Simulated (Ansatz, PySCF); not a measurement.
Reaction (SMILES): [B]I -> [B][I-] (an electron is taken up)
Geometries: B3LYP-D3(BJ)/def2-TZVP minima from Ansatz (an electronic-structure program). Unstable Hartree-Fock reference: [B]I.

Quantity: adiabatic electron affinity (0 K, with B3LYP-D3(BJ) harmonic zero-point energies from PySCF), positive where the reaction releases energy, in eV. Correlated levels leave the core frozen unless marked. UHF or UKS for open shells. No spin-orbit coupling. The frozen core is the preceding noble-gas configuration, with the filled d and f shells of earlier blocks. Past Kr the def2 sets carry scalar-relativistic core potentials. Anions need diffuse functions: def2-D sets add few; the other sets have none. Basis-set limits of correlation are two-point, X^-3; Hartree-Fock from the larger set.

```
level                                        program  adiabatic electron affinity (eV)
------------------------------------  --------------  --------------------------------
r2SCAN-D4/def2-TZVPD                  Ansatz + dftd4                              0.75
B97M-V/def2-TZVPD                             Ansatz                                 ?
PBE0-D3(BJ)/def2-TZVPD                Ansatz + dftd3                                 ?
PBE0/def2-TZVP                                Ansatz                                 ?
r2SCANh-D4/def2-TZVPD                 Ansatz + dftd4                              0.77
r2SCANh/def2-TZVPD                            Ansatz                              0.77
CAM-B3LYP-D3(BJ)/def2-TZVPD           Ansatz + dftd3                              0.74
CAM-B3LYP-D4/def2-TZVPD               Ansatz + dftd4                              0.75
LC-wPBE-D3(BJ)/def2-TZVPD             Ansatz + dftd3                              0.82
LC-wPBE/def2-TZVPD                            Ansatz                              0.82
wB97X-V/def2-TZVPD                            Ansatz                                 ?
CCSD/def2-QZVPPD                              Ansatz                              0.54
CCSD(T)/CBS(def2-TZVPPD,def2-QZVPPD)          Ansatz                              0.58
```

**Question.** Some entries are withheld; supply them.

**Answer.** 
- B97M-V/def2-TZVPD, adiabatic electron affinity (eV): 0.52
- PBE0-D3(BJ)/def2-TZVPD, adiabatic electron affinity (eV): 0.69
- PBE0/def2-TZVP, adiabatic electron affinity (eV): 0.65
- wB97X-V/def2-TZVPD, adiabatic electron affinity (eV): 0.63
